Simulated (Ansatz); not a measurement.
```xyz
3

S     0.0000    0.0000   -0.1123
H     0.0000    1.0493    0.8987
H     0.0000   -1.0493    0.8987
```

Basis set: cc-pVTZ (spherical functions). Frozen core: 5 orbitals. Charge 0, multiplicity 1.

Computed with Ansatz (development build ahead of 0.2.0); each method stands on the lowest determinant of its kind that the runs found. Restricted open shells among the atoms or ions are ROHF, correlated in semicanonical orbitals with singles.

The atomization energy at this shape (free ground-state atoms in the same class of orbitals less the molecule, no zero-point energy) of singlet H2S:

```tsv
method	atomization energy
RHF	5.32 eV
```

What does RHF-MP2 give?

7.20 eV. Caution: the shape is not the minimum.
